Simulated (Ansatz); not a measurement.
Consider the hydrogenolysis of a C–C bond: `Cc1ccnc(C)c1` + H₂ → `Cc1ccccn1` + CH₄.

Gas-phase electronic energies from Ansatz, PBE0-D4/def2-TZVP geometries. CCSD(T)/CBS is the MP2 limit (def2-TZVPP, def2-QZVPP) plus CCSD(T) − MP2 in def2-TZVPP, frozen cores. This one scheme is used for every species. Functionals use def2-TZVPP.

```csv
level,ΔE (kcal/mol)
r2SCANh-D4,-13.1
BLYP,-16.0
r2SCAN,-13.4
HF/CBS(def2),-18.0
```

Problem. What does CCSD(T)/CBS give? (Best estimate.)

Solution. Ansatz gave: -13.1 kcal/mol. The listed levels differ from it by 0.0, -2.9, -0.3, -4.9 kcal/mol.

Largest T1 diagnostic among the species: 0.012.

The D4 term adds +2.3 kcal/mol with B3LYP and +1.3 kcal/mol with PBE0; it sums over pairs of atoms, weighted by their polarisabilities, and B3LYP, whose exchange is more repulsive, gets the larger term. In def2-TZVPP, CCSD(T) changes the Hartree–Fock value by +4.8 kcal/mol (the triples alone add +1.0 kcal/mol) and MP2 by +6.0 kcal/mol. Leaving LDA and LC-ωPBE aside and taking each functional with its dispersion term where it has one, the values, not all of them listed here, spread over 3.7 kcal/mol, from B2PLYP to revPBE-D4. LDA lies +2.7 kcal/mol from PBE without D4.

B3LYP here is the variant with VWN-RPA as its local correlation; programs differ in this.
